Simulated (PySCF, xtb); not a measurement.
C₅H₆BN, SMILES C#CC1=CCB1N. One conformer was computed; it need not be the lowest.

Harmonic wavenumbers (cm⁻¹) from xtb with GFN2-xTB at its own minimum, in rising order: 79, 116, 158, 266, 359, 450, 484, 560, 566, 602, 626, 654, 686, 790, 794, 853, 975, 1032, 1065, 1176, 1197, 1217, 1455, 1474, 1541, 1621, 2234, 2946, 2974, 3055, 3390, 3473, 3508.

**Question.** What does PBE-D3(BJ)/def2-SVP run with PySCF give at its own minimum? (An estimate is asked for; the answer gives what the named calculation found.)

**Answer.** 83, 122, 171, 297, 402, 501, 507, 543, 556, 608, 622, 629, 658, 760, 814, 875, 919, 1034, 1049, 1113, 1160, 1219, 1363, 1420, 1551, 1588, 2135, 2963, 3006, 3047, 3409, 3510, 3612. Paired by order, the mean absolute difference is 31 cm⁻¹ and the zero-point energies are 60.6 and 60.4 kcal/mol.
